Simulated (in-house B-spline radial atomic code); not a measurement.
A fraction x of an electron is removed from 5s in Cd⁺, starting from [Kr] 4d10 5s1 and keeping the highest spin. Computed with an all-electron radial atomic-structure program (B-spline basis): scalar-relativistic (X2C) PW91, spin-polarised, spherical fractional occupations, Fermi nucleus of rms radius 4.6087 fm.

```csv
x,E(x) - E(0) (eV),5s up level (eV)
0,0.0000,-13.559
0.03,0.4102,-13.787
0.17,2.4149,-14.854
0.29,4.2526,-15.776
0.41,6.2014,-16.704
0.5,7.7363,-17.405
0.57,8.9738,-17.954
0.7,11.3745,-18.982
0.87,14.7178,-20.357
0.94,16.1629,-20.934
1,17.4338,-
```

The exact functional would give a straight line between the two integer points. Deviations E(x) - E(0) - x[E(1) - E(0)], in eV: -0.113 at x = 0.03, -0.549 at x = 0.17, -0.803 at x = 0.29, -0.946 at x = 0.41, -0.981 at x = 0.5, -0.963 at x = 0.57, -0.829 at x = 0.7, -0.45 at x = 0.87, -0.225 at x = 0.94.

The curve lies below the straight line by up to 0.981 eV (at x = 0.5): convex, the delocalisation error that favours fractional charges.

(1) How well does Slater's transition state (minus the level at half occupation) give the ionisation energy?

Results:

(1) It gives 17.405 eV against 17.434 eV from the two total energies; NIST lists 16.91 eV, ground level to ground level.
